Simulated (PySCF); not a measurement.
Species: (2-ethoxyethyl)triethylphosphonium bis(trifluoromethanesulfonyl)imide, C10H24OP (charge +1).
InChI=1S/C10H24OP/c1-5-11-9-10-12(6-2,7-3)8-4/h5-10H2,1-4H3/q+1

The closed-shell ground state was solved at several levels (PySCF, density fitting, gas phase, non-relativistic). One conformer (not necessarily the lowest) at the PBE0-D3(BJ)/def2-SVP geometry, without solvent, vibrations or thermal averaging.

| level | basis functions | total energy (Eh) | HOMO (eV) | LUMO (eV) | gap (eV) |
| --- | --- | --- | --- | --- | --- |
| CAM-B3LYP/def2-SVPD | 439 | -811.2125 | -12.60 | -2.25 | 10.35 |
| PBE0/pcSseg-1 | 331 | -811.1234 | -11.12 | -2.80 | 8.32 |

Problem. Estimate the row for CAM-B3LYP/pcSseg-1, a basis of 331 functions; the other rows only guide the guess.

Solution. Total energy -811.5636 Eh, HOMO -12.58 eV, LUMO -1.85 eV, gap 10.73 eV.

Problem. Over all these levels, which gives the widest orbital gap and which the narrowest?

Solution. CAM-B3LYP/pcSseg-1 (range-separated hybrid) has the widest, 10.73 eV, and PBE0/pcSseg-1 (global hybrid, 25 % exact exchange) the narrowest, 8.32 eV. The two share the basis. From the narrowest to the widest the HOMO moves by -1.46 eV and the LUMO by +0.95 eV.
